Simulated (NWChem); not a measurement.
BNH anion

```xyz
3

B      0.0000     0.0000    -0.5934
N      0.0000     0.0000     0.6691
H      0.0000     0.0000    -1.7893
```
Atoms are numbered in this order, from 1.

All runs: NWChem. Sets without diffuse functions describe the anion's extra electron poorly. All runs use the structure optimised with B3LYP/def2-SVPD. Vzz is the largest principal value of the second derivative of the potential at the nucleus (NWChem prints the opposite sign); η is the asymmetry. Non-relativistic.

Problem. What does the run give for Hartree-Fock/def2-SVP? Quantities: Vzz B1 (a.u.); η B1; Vzz N2 (a.u.); η N2.

Solution. The vzz B1 (a.u.) comes out as -0.254, the η B1 is 0.00 and the vzz N2 (a.u.) is -1.002. The η N2 is 0.00.
